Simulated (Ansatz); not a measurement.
Abridged output of a molecular run in Ansatz:

```
Functional definition: HF
912 factors; integrals over basis functions are off by at most 1.2e-3 eV
mean field evaluation 1: about -13439.1480 eV, gradient 4.3e1 eV
mean field evaluation 2: about -13439.2364 eV, gradient 4.3e1 eV
mean field evaluation 4: about -13443.2062 eV, gradient 3.6e0 eV
mean field evaluation 8: about -13443.2621 eV, gradient 2.9e-1 eV
mean field -13443.26262886 eV, -494.0307894399 hartree, gradient 3.0e-6 eV, S^2 0.000000; 0 other end points of the search recorded, 0 dependent functions left out
9 core orbitals not correlated: weight in the atoms' cores, before any rotation towards them, 1.000 or more for the frozen orbitals, at most 0.000 for the correlated occupied ones
reference -13443.26262886 eV, -494.0307894399 hartree; 14, 14 occupied and 71, 71 virtual orbitals, 912 factors
second order -18.79967236 eV of doubles, -0.00000000 eV of singles
cycle   1  -19.15995333 eV  change   -3.6e-1 eV  update   1.1e-1
cycle   2  -19.63543975 eV  change   -4.8e-1 eV  update   3.3e-2
cycle   3  -19.78048007 eV  change   -1.5e-1 eV  update   1.9e-2
cycle   4  -19.77737872 eV  change    3.1e-3 eV  update   5.0e-3
cycle   5  -19.77479108 eV  change    2.6e-3 eV  update   2.3e-3
cycle   6  -19.77547850 eV  change   -6.9e-4 eV  update   7.2e-4
cycle   7  -19.77527739 eV  change    2.0e-4 eV  update   2.9e-4
cycle   8  -19.77517399 eV  change    1.0e-4 eV  update   9.4e-5
cycle   9  -19.77519434 eV  change   -2.0e-5 eV  update   3.4e-5
perturbative correction -0.52205808 eV, -0.0191852808 hartree
Total energy: -13463.55988128 eV, -494.7766997084 hartree
```

Its atoms:

Z-matrix (Å, degrees):
```
C
C 1 1.327
H 1 1.083 2 119.0
H 1 1.086 2 122.3 3 -180.0
F 2 1.362 1 118.1 3 -180.0
Al 2 1.954 1 124.8 3 -0.0
O 6 1.694 2 113.1 1 0.1
H 6 1.579 2 124.5 1 -179.9
H 7 0.955 6 124.2 2 -180.0
```

Which basis set was used?
A. cc-pV(T+d)Z
B. def2-SVP
C. cc-pV(Q+d)Z
D. def2-TZVPP

B. It gives 94 functions.

Write the keys of the input that set method, charge and spin (a neutral closed shell needs none for the last two).


```yaml
correlation: {method: ccsd_t}
```
